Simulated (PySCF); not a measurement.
GeF4, SMILES [F][Ge]([F])([F])[F].

The structure is a stationary point at TPSSh-D3(BJ)/def2-SVP. The isomer is the one that the SMILES or the coordinates give; other isomers of the formula were not compared.

Two levels are set side by side: TDA-PBE/def2-SVPD (PySCF) and TDA-LC-ωPBE/def2-SVPD (PySCF). Vertical, same geometry. The lowest singlet is HOMO−2→LUMO 100 % with PBE and HOMO−2→LUMO 90 % with the other functional; states are paired by order. Differences are taken from unrounded values.

```json
[
 {"quantity": "lowest singlet excitation (eV)", "TDA-PBE": "7.38"},
 {"quantity": "lowest triplet excitation (TDA) (eV)", "TDA-PBE": "7.03"},
 {"quantity": "first bright state (f over 0.05) (eV)", "TDA-PBE": "8.13"},
 {"quantity": "its oscillator strength", "TDA-PBE": "0.09"}
]
```

Task: These are the TDA-PBE values. What does TDA-LC-ωPBE give? (An estimate is asked for; the answer gives what the named calculation found.)

Result: 
```tsv
quantity	TDA-LC-ωPBE	TDA-PBE minus TDA-LC-ωPBE
lowest singlet excitation (eV)	9.23	-1.85
lowest triplet excitation (TDA) (eV)	8.67	-1.64
first bright state (f over 0.05) (eV)	10.00	-1.87
its oscillator strength	0.17	-0.08
```

Functionals without exact exchange tend to place singlet excitations lower, as here. Differences between two approximate levels are no errors against the true value.

Rough cost on one machine, each run with all the roots and properties that it gave: TDA-LC-ωPBE against TDA-PBE about 3 times.
